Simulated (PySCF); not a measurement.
C4H8BPSSi.
Numbering: `[SiH3:1][PH:2][BH:3][c:4]1[cH:5][cH:6][cH:7][s:8]1` (hydrogens: H9, H10, H11 on Si1; H12 on P2; H13 on B3; H14 on C5; H15 on C6; H16 on C7)

Structure used (GFN2-xTB), in Å, numbered top down from 1:
```
atom  x, y, z in Å
Si1   -2.600    0.310   -0.406
P2    -1.920   -0.771    1.420
B3    -0.259   -1.499    1.026
C4     0.880   -0.587    0.579
C5     0.907    0.786    0.471
C6     2.131    1.311    0.030
C7     3.053    0.336   -0.213
S8     2.438   -1.228    0.111
H9    -2.686    1.725   -0.039
H10   -3.918   -0.209   -0.765
H11   -1.692    0.167   -1.549
H12   -2.712   -1.896    1.331
H13   -0.065   -2.640    1.210
H14    0.051    1.392    0.720
H15    2.323    2.361   -0.108
H16    4.060    0.450   -0.563
```

The closed-shell SCF was solved with PySCF and density fitting under several settings on one GFN2-xTB geometry (grid level 2 and gas phase unless stated).

```
                                                                                                 settings  basis functions  SCF cycles      E (Eh)  HOMO (eV)  LUMO (eV)  dipole (D)
                                                                                            PBE0/pcSseg-1              197          14  -1210.4377      -6.86      -2.09        1.75
                                                                                           PBE0/def2-SVPD              239          14  -1210.0701      -6.85      -2.10        1.64
CAM-B3LYP/def2-SVP, damping 0.2 at the start, DIIS from the seventh cycle, fitting basis def2-qzvpp-jkfit              164          14  -1210.5610      -7.89      -0.88        1.58
                                                                                             PBE0/cc-pVDZ              164          14  -1210.5171      -6.72      -1.94        1.66
                                                                       OPBE/6-31++G**, start guess huckel              204          16  -1210.9028      -5.85      -2.74        1.75
                                                                                        PBE0/ANO-RCC-VDZP              164          14  -1209.9973      -6.76      -1.96        1.73
```

Problem. Estimate the rows for these settings: (1) KT3/cc-pVDZ; (2) wB97X/cc-pVDZ, damping 0.2 at the start, DIIS from the seventh cycle, start guess huckel; (3) X3LYP/def2-SVP.

Solution. 
```tsv
settings	basis functions	SCF cycles	E (Eh)	HOMO (eV)	LUMO (eV)	dipole (D)
KT3/cc-pVDZ	164	16	-1221.9213	-5.74	-2.62	1.62
wB97X/cc-pVDZ, damping 0.2 at the start, DIIS from the seventh cycle, start guess huckel	164	15	-1211.0641	-8.87	0.05	1.62
X3LYP/def2-SVP	164	14	-1210.4889	-6.52	-1.96	1.61
```

Problem. Over all rows, what range does the HOMO–LUMO gap span?

Solution. From 3.11 eV (OPBE/6-31++G**, start guess huckel) to 8.92 eV (wB97X/cc-pVDZ, damping 0.2 at the start, DIIS from the seventh cycle, start guess huckel). The functional of the narrowest has no exact exchange, that of the widest range-separated exact exchange.

Problem. And the dipole moment?

Solution. From 1.58 D to 1.75 D; the largest is 1.11 times the smallest, and the median is 1.64 D.

Problem. Compare two rows with the functional PBE0: PBE0/ANO-RCC-VDZP and PBE0/def2-SVPD. Which energy is lower, and by how much?

Solution. PBE0/def2-SVPD (239 functions) lies 0.0728 Eh or 46 kcal/mol below PBE0/ANO-RCC-VDZP (164 functions).

Cycle counts include a coarse-grid stage where the run had one. All basis functions are spherical, in the Pople sets too. KT3 was designed for NMR shieldings or shifts; total energies of different functionals aren't comparable. ANO-RCC sets were contracted for a scalar-relativistic Hamiltonian, but ran non-relativistically here.

One conformer stands for the species.
